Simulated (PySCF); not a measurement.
Cartesian coordinates in Å; atom numbers follow the order of the lines, from 1:
```xyz
28

C     3.7309   -0.5934    0.1242
C     2.6094   -0.6218   -0.5961
C     1.2589   -1.0097   -0.0818
C     0.2291    0.1084   -0.2693
C     0.4664    1.3044    0.6553
C    -0.5899    2.3997    0.4619
Al   -2.2201    1.4738   -0.2276
N    -1.1923   -0.3446   -0.1456
C    -1.4788   -0.9995    1.1361
C    -1.6058   -1.2100   -1.2533
H     3.7335   -0.8593    1.1863
H     4.6874   -0.3056   -0.3194
H     2.6528   -0.3404   -1.6567
H     1.3340   -1.2834    0.9831
H     0.9264   -1.9126   -0.6245
H     0.3045    0.4741   -1.3099
H     0.4695    0.9426    1.6990
H     1.4967    1.6546    0.4754
H    -0.2446    3.1304   -0.2896
H    -0.7378    2.9662    1.3946
H    -3.4996    1.2025    0.7096
H    -2.5064    1.6156   -1.8068
H    -1.2152   -0.3359    1.9694
H    -2.5554   -1.2046    1.1997
H    -0.9259   -1.9480    1.2388
H    -1.1054   -2.1928   -1.2155
H    -2.6918   -1.3723   -1.2019
H    -1.3794   -0.7190   -2.2086
```

Geometry: PBE0-D3(BJ)/def2-SVP; GIAO absolute shieldings from PySCF 2.14, gas phase, non-relativistic, averaged over equivalent atoms.

At PBE0/pcSseg-1 (267 basis functions, 50 s wall time on 1 thread of an AMD EPYC 9R45 96-Core, shared host):
```json
{"atoms": "C2", "σ (ppm)": "39.1"}
{"atoms": "C1", "σ (ppm)": "58.0"}
{"atoms": "C4", "σ (ppm)": "116.2"}
{"atoms": "C10", "σ (ppm)": "139.0"}
{"atoms": "C9", "σ (ppm)": "147.4"}
{"atoms": "C3", "σ (ppm)": "150.4"}
{"atoms": "C5", "σ (ppm)": "154.0"}
{"atoms": "C6", "σ (ppm)": "186.8"}
{"atoms": "Al7", "σ (ppm)": "384.7"}
{"atoms": "N8", "σ (ppm)": "215.2"}
{"atoms": "H13", "σ (ppm)": "25.46"}
{"atoms": "H11", "σ (ppm)": "25.81"}
{"atoms": "H12", "σ (ppm)": "25.85"}
{"atoms": "H21", "σ (ppm)": "27.10"}
{"atoms": "H22", "σ (ppm)": "27.12"}
{"atoms": "H26/H27/H28", "σ (ppm)": "28.80"}
{"atoms": "H15", "σ (ppm)": "28.89"}
{"atoms": "H18", "σ (ppm)": "29.06"}
{"atoms": "H16", "σ (ppm)": "29.10"}
{"atoms": "H23/H24/H25", "σ (ppm)": "29.16"}
{"atoms": "H14", "σ (ppm)": "29.72"}
{"atoms": "H17", "σ (ppm)": "30.09"}
{"atoms": "H19", "σ (ppm)": "31.21"}
{"atoms": "H20", "σ (ppm)": "31.25"}
```

What do these become at HF/pcSseg-1?

Results:


```tsv
atoms	σ at HF/pcSseg-1	change
C2	45.7	+6.6
C1	64.8	+6.8
C4	131.7	+15.5
C10	149.4	+10.4
C9	156.7	+9.3
C3	161.4	+11.0
C5	165.7	+11.7
C6	194.5	+7.7
Al7	432.5	+47.8
N8	240.1	+24.9
H13	25.98	+0.52
H11	26.26	+0.45
H12	26.32	+0.47
H21	27.96	+0.86
H22	28.01	+0.89
H26/H27/H28	29.34	+0.54
H15	29.60	+0.71
H18	29.79	+0.73
H16	29.98	+0.88
H23/H24/H25	29.65	+0.49
H14	30.20	+0.48
H17	30.84	+0.75
H19	31.85	+0.64
H20	31.88	+0.63
```

The largest change is at Al7 (aluminium bonded to C, N, 2 H, in a 5-membered ring). Cost: 267 basis functions, 26 s wall time on 1 thread of an AMD EPYC 9R45 96-Core, shared host. The order of the carbon signals is the same at both levels.
